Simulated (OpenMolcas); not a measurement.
# SnC at 2.029 Å: OpenMolcas input and output

Input (each module block was a call of its own in one work directory; start orbitals came from a preliminary run):

```
&GATEWAY
Coord
2
angstrom
Sn 0.0 0.0 0.0
C 0.0 0.0 2.0290
Basis=ANO-RCC-VTZP
Group=XY
RX2C
AMFI
ANGMom
0.0 0.0 0.0
RICD
&SEWARD
&GUESSORB
&RASSCF
FileOrb=$CurrDir/o32.orb
Symmetry=2
Spin=3
nActEl=8 0 0
Inactive=14 10
RAS2=4 4
CIRoot=6 6 1
Linear
Iterations=120 100
OrbListing=Nothing
PRWF=0.15
>>COPY $Project.RasOrb $CurrDir/o32.orb
>>COPY $Project.rasscf.h5 $CurrDir/r32.h5
&CASPT2
XMultistate=all
Imaginary=0.2
IPEA=0.25
MaxIter=40
>>COPY $Project.JobMix JOB001
&RASSCF
FileOrb=$CurrDir/o31.orb
Symmetry=1
Spin=3
nActEl=8 0 0
Inactive=14 10
RAS2=4 4
CIRoot=5 5 1
Linear
Iterations=120 100
OrbListing=Nothing
PRWF=0.15
>>COPY $Project.RasOrb $CurrDir/o31.orb
>>COPY $Project.rasscf.h5 $CurrDir/r31.h5
&CASPT2
XMultistate=all
Imaginary=0.2
IPEA=0.25
MaxIter=40
>>COPY $Project.JobMix JOB002
```

```bash
pymolcas m.inp
```

RASSCF and CASPT2 output of these blocks, in excerpt:

```
++    Wave function specifications:
      Number of closed shell electrons          48
      Number of electrons in active shells       8
      Number of inactive orbitals               24
      Number of active orbitals                  8
      Number of secondary orbitals              66
      Spin quantum number                      1.0
      State symmetry                             2
++    Orbital specifications:
      Symmetry species                           1   2
                                                 a   b
      Frozen orbitals                            0   0
      Inactive orbitals                         14  10
      Active orbitals                            4   4
      RAS2 orbitals                              4   4
      Secondary orbitals                        34  32
      Number of basis functions                 52  46
      printout of CI-coefficients larger than  0.15 for root  1
      energy=   -6211.541883
      conf/sym  1111 2222     Coeff  Weight
           485  0u22 020u  -0.21363 0.04564
           487  0u22 0duu  -0.17653 0.03116
           490  0u22 002u   0.89141 0.79462
      printout of CI-coefficients larger than  0.15 for root  2
      energy=   -6211.541883
      conf/sym  1111 2222     Coeff  Weight
           475  0u22 20u0  -0.21363 0.04564
           486  0u22 d0uu   0.17653 0.03116
           496  0u22 00u2  -0.89141 0.79462
      printout of CI-coefficients larger than  0.15 for root  3
      energy=   -6211.449181
      conf/sym  1111 2222     Coeff  Weight
           424  02u2 00u2  -0.30493 0.09299
           486  0u22 d0uu  -0.46339 0.21473
           488  0u22 u0du  -0.39004 0.15213
           492  0u22 u0ud  -0.24932 0.06216
           495  0u22 0u02   0.54067 0.29232
           496  0u22 00u2  -0.22304 0.04975
      printout of CI-coefficients larger than  0.15 for root  4
      energy=   -6211.449181
      conf/sym  1111 2222     Coeff  Weight
           418  02u2 002u  -0.30493 0.09299
           480  0u22 u020  -0.54067 0.29232
           487  0u22 0duu  -0.46339 0.21473
           490  0u22 002u  -0.22304 0.04975
           493  0u22 0uud   0.45084 0.20326
      printout of CI-coefficients larger than  0.15 for root  5
      energy=   -6211.423955
      conf/sym  1111 2222     Coeff  Weight
           424  02u2 00u2   0.21300 0.04537
           486  0u22 d0uu   0.49284 0.24289
           488  0u22 u0du  -0.71678 0.51377
           492  0u22 u0ud   0.27002 0.07291
           495  0u22 0u02   0.19506 0.03805
      printout of CI-coefficients larger than  0.15 for root  6
      energy=   -6211.423955
      conf/sym  1111 2222     Coeff  Weight
           418  02u2 002u   0.21300 0.04537
           480  0u22 u020  -0.19506 0.03805
           487  0u22 0duu   0.49284 0.24289
           489  0u22 0udu  -0.49350 0.24355
           493  0u22 0uud   0.58578 0.34313
      Natural orbitals and occupation numbers for root  1
      sym 1:   0.032989   1.011910   1.938138   1.981179
      sym 2:   0.063141   0.201068   1.804969   0.966606
      Natural orbitals and occupation numbers for root  2
      sym 1:   0.032989   1.011910   1.938138   1.981179
      sym 2:   0.201068   0.063141   0.966606   1.804969
      Natural orbitals and occupation numbers for root  3
      sym 1:   0.037420   1.131692   1.818664   1.972255
      sym 2:   0.565717   0.358083   0.686834   1.429335
      Natural orbitals and occupation numbers for root  4
      sym 1:   0.037420   1.131692   1.818664   1.972255
      sym 2:   0.358083   0.565717   1.429335   0.686834
      Natural orbitals and occupation numbers for root  5
      sym 1:   0.053910   1.040836   1.898321   1.978024
      sym 2:   0.901467   0.086806   0.952046   1.088590
      Natural orbitals and occupation numbers for root  6
      sym 1:   0.053910   1.040836   1.898321   1.978024
      sym 2:   0.086806   0.901467   1.088590   0.952046
      RASSCF energy for state  6                  -6211.42395541
::    RASSCF root number  1 Total energy:  -6211.54188335
::    RASSCF root number  2 Total energy:  -6211.54188335
::    RASSCF root number  3 Total energy:  -6211.44918143
::    RASSCF root number  4 Total energy:  -6211.44918143
::    RASSCF root number  5 Total energy:  -6211.42395541
::    RASSCF root number  6 Total energy:  -6211.42395541
      Von Neumann Entropy (Root   1) =  1.78359
++    Wave function specifications:
      Number of closed shell electrons          10
      Number of electrons in active shells       8
      Number of inactive orbitals                5
      Number of active orbitals                  8
      Number of secondary orbitals              66
      Spin quantum number                      1.0
      State symmetry                             2
      Number of CSFs                          1184
      Number of CASSCF root(s) available         6
      CASPT2 state passed to geometry opt.       6
      A file JOBMIX will be created
      This is a MULTI-STATE CASSCF reference
      Number of CI roots used                    6
      These are:                                 1   2   3   4   5   6
      Off-diagonal elements of Heff are computed
  FINAL CASPT2 RESULT:
      Reference energy:       -6211.5418833531
      E2 (Non-variational):      -0.5549903683
      Shift correction:          -0.0021206470
      E2 (Variational):          -0.5571110153
      Total energy:           -6212.0989943684
      Reference weight:           0.88494
  FINAL CASPT2 RESULT:
      Reference energy:       -6211.5418833531
      E2 (Non-variational):      -0.5549903683
      Shift correction:          -0.0021206470
      E2 (Variational):          -0.5571110153
      Total energy:           -6212.0989943683
      Reference weight:           0.88494
  FINAL CASPT2 RESULT:
      Reference energy:       -6211.4491814341
      E2 (Non-variational):      -0.5488713087
      Shift correction:          -0.0022522850
      E2 (Variational):          -0.5511235936
      Total energy:           -6212.0003050278
      Reference weight:           0.88690
  FINAL CASPT2 RESULT:
      Reference energy:       -6211.4491814341
      E2 (Non-variational):      -0.5488713088
      Shift correction:          -0.0022522850
      E2 (Variational):          -0.5511235938
      Total energy:           -6212.0003050278
      Reference weight:           0.88690
  FINAL CASPT2 RESULT:
      Reference energy:       -6211.4239554069
      E2 (Non-variational):      -0.5629733701
      Shift correction:          -0.0026507005
      E2 (Variational):          -0.5656240706
      Total energy:           -6211.9895794775
      Reference weight:           0.87921
  FINAL CASPT2 RESULT:
      Reference energy:       -6211.4239554069
      E2 (Non-variational):      -0.5629733701
      Shift correction:          -0.0026507005
      E2 (Variational):          -0.5656240706
      Total energy:           -6211.9895794775
      Reference weight:           0.87921
       Total XMS-CASPT2 energies:
::    XMS-CASPT2 Root  1     Total energy:  -6212.09783019
::    XMS-CASPT2 Root  2     Total energy:  -6212.09783019
::    XMS-CASPT2 Root  3     Total energy:  -6212.00310365
::    XMS-CASPT2 Root  4     Total energy:  -6212.00310365
::    XMS-CASPT2 Root  5     Total energy:  -6211.98794504
::    XMS-CASPT2 Root  6     Total energy:  -6211.98794504
++    Wave function specifications:
      Number of closed shell electrons          48
      Number of electrons in active shells       8
      Number of inactive orbitals               24
      Number of active orbitals                  8
      Number of secondary orbitals              66
      Spin quantum number                      1.0
      State symmetry                             1
      printout of CI-coefficients larger than  0.15 for root  1
      energy=   -6211.513730
      conf/sym  1111 2222     Coeff  Weight
            55  0222 uu00  -0.17251 0.02976
            60  0222 00uu  -0.94718 0.89715
      printout of CI-coefficients larger than  0.15 for root  2
      energy=   -6211.457570
      conf/sym  1111 2222     Coeff  Weight
           442  0022 2uu0  -0.16319 0.02663
           446  0022 u20u   0.16319 0.02663
           451  0022 u02u  -0.54491 0.29693
           456  0022 0uu2   0.54491 0.29693
           996  0uu2 0022   0.40641 0.16517
      printout of CI-coefficients larger than  0.15 for root  3
      energy=   -6211.419868
      conf/sym  1111 2222     Coeff  Weight
            56  0222 u0u0   0.64507 0.41611
            59  0222 0u0u   0.64507 0.41611
           452  0022 0u2u   0.22985 0.05283
           455  0022 u0u2  -0.22985 0.05283
      printout of CI-coefficients larger than  0.15 for root  4
      energy=   -6211.419868
      conf/sym  1111 2222     Coeff  Weight
            57  0222 0uu0   0.64507 0.41611
            58  0222 u00u  -0.64507 0.41611
           451  0022 u02u  -0.22985 0.05283
           456  0022 0uu2  -0.22985 0.05283
      printout of CI-coefficients larger than  0.15 for root  5
      energy=   -6211.414765
      conf/sym  1111 2222     Coeff  Weight
            57  0222 0uu0  -0.67025 0.44924
            58  0222 u00u  -0.67025 0.44924
      Natural orbitals and occupation numbers for root  1
      sym 1:   0.045871   1.944179   1.958108   1.976404
      sym 2:   0.071953   0.071953   0.965767   0.965767
      Natural orbitals and occupation numbers for root  2
      sym 1:   0.020653   0.405304   1.613503   1.973479
      sym 2:   0.536844   0.536844   1.456687   1.456687
      Natural orbitals and occupation numbers for root  3
      sym 1:   0.028596   1.736149   1.949526   1.977056
      sym 2:   0.524386   0.524386   0.629950   0.629950
      Natural orbitals and occupation numbers for root  4
      sym 1:   0.028597   1.736148   1.949526   1.977056
      sym 2:   0.524386   0.524386   0.629950   0.629950
      Natural orbitals and occupation numbers for root  5
      sym 1:   0.033569   1.922308   1.907396   1.968649
      sym 2:   0.514074   0.514074   0.569964   0.569965
      RASSCF energy for state  5                  -6211.41476478
::    RASSCF root number  1 Total energy:  -6211.51372961
::    RASSCF root number  2 Total energy:  -6211.45756966
::    RASSCF root number  3 Total energy:  -6211.41986795
::    RASSCF root number  4 Total energy:  -6211.41986795
::    RASSCF root number  5 Total energy:  -6211.41476478
      Von Neumann Entropy (Root   1) =  1.57088
++    Wave function specifications:
      Number of closed shell electrons          10
      Number of electrons in active shells       8
      Number of inactive orbitals                5
      Number of active orbitals                  8
      Number of secondary orbitals              66
      Spin quantum number                      1.0
      State symmetry                             1
      Number of CSFs                          1168
      Number of CASSCF root(s) available         5
      CASPT2 state passed to geometry opt.       5
      A file JOBMIX will be created
      This is a MULTI-STATE CASSCF reference
      Number of CI roots used                    5
      These are:                                 1   2   3   4   5
      Off-diagonal elements of Heff are computed
  FINAL CASPT2 RESULT:
      Reference energy:       -6211.5137296141
      E2 (Non-variational):      -0.5614452326
      Shift correction:          -0.0023885789
      E2 (Variational):          -0.5638338115
      Total energy:           -6212.0775634256
      Reference weight:           0.88165
  FINAL CASPT2 RESULT:
      Reference energy:       -6211.4575696568
      E2 (Non-variational):      -0.5457888448
      Shift correction:          -0.0027187337
      E2 (Variational):          -0.5485075785
      Total energy:           -6212.0060772353
      Reference weight:           0.88080
  FINAL CASPT2 RESULT:
      Reference energy:       -6211.4198679500
      E2 (Non-variational):      -0.5571047452
      Shift correction:          -0.0020702844
      E2 (Variational):          -0.5591750296
      Total energy:           -6211.9790429796
      Reference weight:           0.88697
  FINAL CASPT2 RESULT:
      Reference energy:       -6211.4198679500
      E2 (Non-variational):      -0.5571452093
      Shift correction:          -0.0020660391
      E2 (Variational):          -0.5592112484
      Total energy:           -6211.9790791984
      Reference weight:           0.88701
  FINAL CASPT2 RESULT:
      Reference energy:       -6211.4147647829
      E2 (Non-variational):      -0.5562357751
      Shift correction:          -0.0020338131
      E2 (Variational):          -0.5582695882
      Total energy:           -6211.9730343711
      Reference weight:           0.88755
       Total XMS-CASPT2 energies:
::    XMS-CASPT2 Root  1     Total energy:  -6212.07756343
::    XMS-CASPT2 Root  2     Total energy:  -6212.00834270
::    XMS-CASPT2 Root  3     Total energy:  -6211.97909309
::    XMS-CASPT2 Root  4     Total energy:  -6211.97902909
::    XMS-CASPT2 Root  5     Total energy:  -6211.97076891
```

Only roots inside an energy window near the equilibrium distance were included, so the list of states is not complete; labels number the states computed. Each spin and symmetry block has orbitals of its own, averaged over its own roots, so gaps between blocks are less sure than gaps within one and near the minimum can be off by tenths of an eV, in bad cases by more. No Rydberg orbitals are active, so Rydberg states, and σ→σ* states whose orbital the CASSCF left unused, can be missing between those listed. CASPT2 splits the two components of degenerate states numerically, here by up to 29 cm⁻¹. No roots were computed in block 5a (none fell in the window or the block failed), so states of that kind are missing and can lie low or lowest.
